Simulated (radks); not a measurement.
Values are calculated unless marked as measured or tabulated.
Removal energies from the hafnium ion Hf6+, [Xe] 4f12, by Delta-SCF beside the eigenvalue of the level emptied. Level of theory: scalar-relativistic Kohn-Sham, PBEsol, spin-polarised, spherical densities, finite nucleus; Fermi nuclear charge, rms radius of each element as measured or else 0.836 A^(1/3) + 0.57 fm (a radial shooting solver on a logarithmic mesh with Libxc functionals). Open shells are filled with parallel spins first.

removed from,final configuration,Delta-SCF (eV),-eigenvalue (eV)
4f,[Xe] 4f11,120.33,106.82
5p,[Kr] 4d10 4f12 5s2 5p5,121.39,112.89
5s,[Kr] 4d10 4f12 5s1 5p6,157.17,147.78
4d,[Kr] 4d9 4f12 5s2 5p6,312.90,298.62
